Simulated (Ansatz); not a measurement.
Relaxation of BH₆NO₂ (10 atoms, charge 0, multiplicity 1), to a largest force component of 0.03 eV/Å in at most 50 steps.

These are results of RHF/def2-SVP (Ansatz 0.2.0), not measurements.

```xyz
10
Properties=species:S:1:pos:R:3:forces:R:3
B -0.098 0.405 -0.442 -0.01 0.03 -0.25
N -0.042 0.091 2.294 -0.07 0.85 -0.35
H -0.759 0.034 2.995 -0.04 0.00 0.02
H 0.847 0.059 2.763 0.03 0.00 0.01
O 1.122 -0.115 -0.721 -0.02 -0.03 0.06
H 1.133 -0.998 -1.053 0.01 0.00 -0.01
O -1.275 -0.173 -0.781 0.03 -0.02 0.07
H -1.227 -1.055 -1.114 -0.01 0.01 -0.01
H -0.135 1.496 0.038 -0.01 0.14 -0.33
H -0.117 1.013 1.847 0.08 -0.97 0.80
```

Problem. Where does it end, and by what steps?

Solution. It converged. The force dipped under the threshold on the way, but the program's further checks kept it going. After 26 steps the energy has fallen by 0.454 eV; H9 moved furthest, 2.64 Å.

| step | energy less start (eV) | largest force component (eV/Å) | accepted |
| --- | --- | --- | --- |
| 0 | 0.0000 | 0.973 | yes |
| 1 | -0.1024 | 0.274 | yes |
| 2 | -0.1201 | 0.242 | yes |
| 3 | -0.1295 | 0.442 | yes |
| 4 | -0.1395 | 0.148 | yes |
| 5 | -0.1449 | 0.084 | yes |
| 6 | -0.1453 | 0.081 | yes |
| 7 | -0.1464 | 0.464 | yes |
| 8 | -0.1509 | 0.231 | yes |
| 9 | -0.1558 | 0.486 | yes |
| 10 | -0.1597 | 0.987 | yes |
| 11 | -0.2013 | 0.540 | yes |
| 12 | -0.2389 | 0.306 | yes |
| 13 | -0.2715 | 0.576 | yes |
| 14 | -0.3283 | 0.322 | yes |
| 15 | -0.3733 | 0.153 | yes |
| 16 | -0.3969 | 0.290 | yes |
| 17 | -0.4066 | 0.575 | yes |
| 18 | -0.4355 | 0.331 | yes |
| 19 | -0.4379 | 0.593 | yes |
| 20 | -0.4420 | 0.413 | yes |
| 21 | -0.4517 | 0.029 | yes |
| 22 | -0.4529 | 0.085 | yes |
| 23 | -0.4534 | 0.070 | yes |
| 24 | -0.4539 | 0.057 | yes |
| 25 | -0.4541 | 0.040 | yes |
| 26 | -0.4542 | 0.026 | yes |

```xyz
10
Properties=species:S:1:pos:R:3
B -0.066 0.457 -1.308
N 0.110 -0.276 2.349
H -0.491 -1.059 2.546
H 1.018 -0.509 2.719
O 0.995 0.352 -0.486
H 0.770 0.160 0.420
O -1.346 0.308 -0.880
H -1.421 0.127 0.045
H 0.113 0.693 -2.469
H -0.232 0.503 2.889
```

Whether the end is a true minimum wasn't checked by a vibrational analysis.

The run took 39 s on 1 thread of Arm Neoverse V1, with other jobs on the host, peak memory 0.14 GiB.
